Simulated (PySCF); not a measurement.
Species: C₅H₁₄SSi.
Geometry (PBE0-D3(BJ)/def2-SVP, Å), atoms numbered from 1 in this order:
```xyz
21
C5H14SSi angstrom
C      3.4164    0.4532   -0.4702
S      2.0995    0.2329    0.7681
Si     0.4547   -0.2373   -0.5295
C     -1.0837   -0.5275    0.5465
C     -1.3918    0.7413    1.3470
C     -0.8265   -1.7006    1.4967
C     -2.2540   -0.8554   -0.3862
H      3.5879   -0.4698   -1.0419
H      3.1844    1.2779   -1.1595
H      4.3340    0.7013    0.0797
H      0.2278    0.8901   -1.4920
H      0.7769   -1.4581   -1.3391
H     -0.5611    1.0166    2.0154
H     -2.2892    0.5873    1.9720
H     -1.5896    1.6021    0.6884
H     -1.7180   -1.8861    2.1216
H     -0.6066   -2.6305    0.9481
H      0.0208   -1.5031    2.1718
H     -2.4642   -0.0324   -1.0883
H     -2.0662   -1.7657   -0.9779
H     -3.1720   -1.0290    0.2028
```

Computed, not measured: PySCF, TDDFT B3LYP/def2-SVPD, vertical, gas phase, core orbitals frozen in the response.

Kohn–Sham orbitals with the atoms that hold most of them (Löwdin shares over 4%, at most four atoms; ? is withheld):

```
orbital  ε (eV)                            atoms
 LUMO+2    0.55   S2 33%, Si3 11%, C1 9%, H12 5%
 LUMO+1    0.30    Si3 19%, S2 16%, C6 7%, C5 7%
   LUMO       ?  S2 32%, Si3 17%, C1 11%, H12 6%
   HOMO   -6.52                                ?
 HOMO-1   -7.74                                ?
 HOMO-2   -8.25   S2 52%, Si3 16%, C1 9%, H12 5%
 HOMO-3   -9.20  C4 19%, C6 15%, C5 15%, Si3 12%
```

Problem. Give the leading atoms of the HOMO.

Solution. S2 (bonded to C and Si) 70%; C1 (bonded to S and 3 H) 10%; Si3 (bonded to C, S and 2 H) 9%.

Problem. Which atoms hold the HOMO-1, and with what shares?

Solution. C4 (bonded to 3 C and Si) 29%; Si3 (bonded to C, S and 2 H) 20%; C7 (bonded to C and 3 H) 8%; S2 (bonded to C and Si) 7%. By element: carbon 37% or more, silicon 20%, sulfur 7%.

Problem. What is the LUMO energy, and the HOMO–LUMO gap?

Solution. ε(LUMO) = -0.14 eV; the gap is 6.38 eV (0.2345 hartree).

Problem. How does S1 compare with the orbital gap of 6.38 eV?

Solution. S1 is at 5.27 eV (f = 0.0029), 1.11 eV below the gap, made of HOMO→LUMO (97%). Without the coupling terms of the response equations the lowest excitation would equal the gap.

Problem. One configuration dominates each of S1, S2 and S5. Which, and how do the shares of the two leading atoms of either orbital change from the occupied to the empty one?

Solution. 
- S1 (5.27 eV, f 0.0029), HOMO→LUMO (97%): S2 70% → 32%, C1 10% → 11%, Si3 9% → 17%
- S2 (5.92 eV, f 0.012), HOMO→LUMO+1 (83%): S2 70% → 16%, C1 10% → at most 7%, Si3 9% → 19%
- S5 (6.78 eV, f 0.0011), HOMO-1→LUMO (95%): C4 29% → at most 7%, Si3 20% → 17%, S2 7% → 32%

The run took 4.6 min of wall time (grids of density and orbitals included) on an Arm Neoverse N1 with one thread, shared host, and the process peaked at 1.1 GiB of memory.

One conformer stands for the species.
